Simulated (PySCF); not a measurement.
**Ti: ionisation energy**

Ti [Ar] 3d2 4s2 (3F) → Ti⁺ [Ar] 3d2 4s1 (4F), as a difference of total energies. Calculation: PySCF 2.14, in def2-SVP (5s3p2d1f, 31 functions); the non-relativistic Hamiltonian (point nucleus). Correlated levels: valence: [Ar] frozen. The calculations carry no spin-orbit coupling.

```tsv
method	ionisation energy (eV)
UHF	5.529
r2SCAN	6.364
PBE	6.656
MP2 (valence)	6.134
SCS-MP2 (valence)	6.252
```

Question: How much does correlation contribute at MP2 (valence)?

Answer: 6.134 − (5.529) = 0.605 eV, measured against UHF.

These non-relativistic numbers lack the scalar-relativistic shift.

Errors of the correlated levels include the incompleteness of this basis and the frozen core.

MP2 underrates the near-degeneracy of ns² with np² in the lower species.

For comparison: 6.828 eV (measured; NIST levels, between the centres of gravity of the two terms).
